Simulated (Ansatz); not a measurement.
Harmonic frequencies (cm⁻¹) at PBE0-D4/def2-TZVP from Ansatz: 97, 278, 401.

(1) Which molecule is it?
A. `[OH][In][Br]`•
B. `F[Si](F)(F)[Se]`•
C. `F[B]Cl`•
D. `[Cl][Ga][Br]`•

Answers

(1) D.
